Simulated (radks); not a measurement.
Valence configurations of the osmium ion Os2+ (all share [Xe]). Method: Dirac Kohn-Sham, PBE, spin-unpolarised, spherical densities, finite nucleus; open shells fill j = l - 1/2 first; Fermi nuclear charge, rms radius 5.4126 fm; computed with a radial shooting solver on a logarithmic mesh with Libxc functionals. Order these by energy: 4f12 5d6 6p2; 4f12 5d6 6s1 6p1; 4f13 5d4 6p3; 4f14 5d5.5 6s0.5; 4f13 5d6 6p1; 4f13 5d7; 4f13 5d6 6s1; 4f14 5d6; 4f13 5d4 6s1 6p2; 4f14 5d5 6s1.

Answer. From the lowest, in eV above it: 4f14 5d6 0.000; 4f14 5d5.5 6s0.5 0.905; 4f14 5d5 6s1 2.056; 4f13 5d7 49.471; 4f13 5d6 6s1 52.642; 4f13 5d6 6p1 59.236; 4f13 5d4 6s1 6p2 77.003; 4f13 5d4 6p3 86.224; 4f12 5d6 6s1 6p1 125.01; 4f12 5d6 6p2 132.18. NIST lists [Xe] 4f14 5d6 as the ground configuration; this level of theory agrees among the configurations tried. The energies are those of spherical spin-averaged densities, not of single terms.
